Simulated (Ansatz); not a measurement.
A run on CH$_{5}$ClOSi$_{2}$, SMILES `[SiH3]C1(Cl)O[SiH2]1` with other settings.

```yaml
crystal:
  periodic: [false, false, false]
  atoms:
    - {symbol: Si, position_ang: [-1.364041, -0.713791, -0.461927]}
    - {symbol: C, position_ang: [0.463535, -0.381231, 0.145452]}
    - {symbol: Cl, position_ang: [1.157987, -1.864679, 0.737206]}
    - {symbol: O, position_ang: [1.201957, 0.313719, -0.817276]}
    - {symbol: Si, position_ang: [1.210098, 1.246079, 0.494377]}
    - {symbol: H, position_ang: [-1.876808, 0.571174, -0.954669]}
    - {symbol: H, position_ang: [-2.117714, -1.148613, 0.692538]}
    - {symbol: H, position_ang: [-1.345437, -1.756380, -1.573815]}
    - {symbol: H, position_ang: [2.364011, 1.287421, 1.325374]}
    - {symbol: H, position_ang: [0.394073, 2.513080, 0.394272]}
basis:
  gaussian: {orbitals: aug-pcseg-2, final_grid: {core_spheres: 5, valence_spheres: 4, degree: 11}}
hamiltonian: {xc: {name: HF}}
correlation: {active_space: {window: {electrons: 2, orbitals: 1}}}
scf: {lower_state_search: light}
output: {forces: true}
```

```sh
$ ansatz run in.yaml --threads 4 --pin off --events-out ev --progress --plain --max-ram 10444MiB
```

Shortened log:

```
Functional definition: HF
2240 factors; integrals over basis functions are off by at most 7.2e-4 eV
mean field evaluation 1: about -31371.8229 eV, gradient 3.8e1 eV
mean field evaluation 2: about -31372.0339 eV, gradient 3.8e1 eV
mean field evaluation 4: about -31375.7120 eV, gradient 4.6e0 eV
mean field evaluation 8: about -31375.8085 eV, gradient 2.7e-1 eV
mean field -31375.80902369 eV, -1153.0397143333 hartree, gradient 3.1e-6 eV, S^2 0.000000; 0 other end points of the search recorded, 0 dependent functions left out
reference -31375.80902369 eV, -1153.0397143333 hartree; 32, 32 occupied and 325, 325 virtual orbitals, 2240 factors
state -31375.80902369 eV, -1153.0397143333 hartree
Total energy: -31375.80902369 eV, -1153.0397143333 hartree
Atom 0 at    -1.364041    -0.713791    -0.461927 Å, force     1.452475    -0.138311    -0.383451 eV/Å
Atom 1 at     0.463535    -0.381231     0.145452 Å, force    -2.728758     0.480400     0.166150 eV/Å
Atom 2 at     1.157987    -1.864679     0.737206 Å, force     0.765802    -0.744215     0.270976 eV/Å
Atom 3 at     1.201957     0.313719    -0.817276 Å, force     1.431569    -0.066243    -1.785912 eV/Å
Atom 4 at     1.210098     1.246079     0.494377 Å, force    -1.743520     0.456797     0.364029 eV/Å
Atom 5 at    -1.876808     0.571174    -0.954669 Å, force    -0.125190     0.057278    -0.106900 eV/Å
Atom 6 at    -2.117714    -1.148613     0.692538 Å, force    -0.407484    -0.267571     0.317688 eV/Å
Atom 7 at    -1.345437    -1.756380    -1.573815 Å, force    -0.057186     0.618845     0.690512 eV/Å
Atom 8 at     2.364011     1.287421     1.325374 Å, force     0.789706     0.222130     0.352107 eV/Å
Atom 9 at     0.394073     2.513080     0.394272 Å, force     0.622587    -0.619110     0.114802 eV/Å
Dipole moment:    -0.091024     0.570114     0.219933 e Å
```

Run time 8.5 s (4 threads of an AMD EPYC 9R45 on a shared host); peak host memory 1.8 GiB.
